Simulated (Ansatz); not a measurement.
C2H7OSi, charge +2, doublet (typed; the unrestricted solution is spin-contaminated), geometry from GFN2-xTB of the parent state (a state made from the parent by changing its charge; the spin is typed, not shown lowest); B3LYP/STO-3G in Ansatz (an electronic-structure program).

Input for Ansatz:
Ansatz 0.2 input:
```yaml
crystal:
  periodic: [false, false, false]
  atoms:
    - {symbol: C, position_ang: [-1.25117299, -1.14189568, -0.08340094]}
    - {symbol: Si, position_ang: [-0.05201846, 0.40660041, -0.28931395]}
    - {symbol: C, position_ang: [1.52901773, -0.73370817, -0.00961272]}
    - {symbol: O, position_ang: [-0.23588869, 1.46340425, 0.79243281]}
    - {symbol: H, position_ang: [-1.03290529, -1.90381264, -0.81733669]}
    - {symbol: H, position_ang: [-1.16645880, -1.53241009, 0.91999748]}
    - {symbol: H, position_ang: [-2.23728515, -0.72883310, -0.24052025]}
    - {symbol: H, position_ang: [-0.06203034, 0.73298104, -1.71758477]}
    - {symbol: H, position_ang: [1.50806457, -1.13973666, 0.99098121]}
    - {symbol: H, position_ang: [2.36169124, -0.05361154, -0.11846018]}
    - {symbol: H, position_ang: [1.57722329, -1.52059366, -0.74806204]}
basis:
  gaussian:
    orbitals: STO-3G
hamiltonian:
  xc: b3lyp
total_charge: 2
magnetization: {spin_polarized: true, initial_magnetization: 1}
```

What the program printed (banner, timings and long lists left out):

```
Functional definition: B3LYP
398 factors; integrals over basis functions are off by at most 4.8e-5 eV
mean field evaluation 1: about -11921.4207 eV, gradient 4.4e1 eV
mean field evaluation 2: about -11745.5633 eV, gradient 1.4e2 eV
mean field evaluation 4: about -11940.9339 eV, gradient 1.5e1 eV
mean field evaluation 8: about -11942.4582 eV, gradient 5.4e-1 eV
mean field evaluation 16: about -11942.6016 eV, gradient 5.4e-4 eV
mean field evaluation 32: about -11934.9531 eV, gradient 1.9e1 eV
mean field evaluation 64: about -11941.8411 eV, gradient 5.0e0 eV
mean field evaluation 96: about -11942.5867 eV, gradient 9.2e-1 eV
mean field -11942.60158616 eV, -438.8825133053 hartree, gradient 2.5e-5 eV, S^2 1.109665; 9 other end points of the search recorded, 0 dependent functions left out
reference -11942.60178689 eV, -438.8825206821 hartree; 20, 19 occupied and 11, 12 virtual orbitals, 398 factors
Total energy: -11942.60178689 eV, -438.8825206821 hartree
```
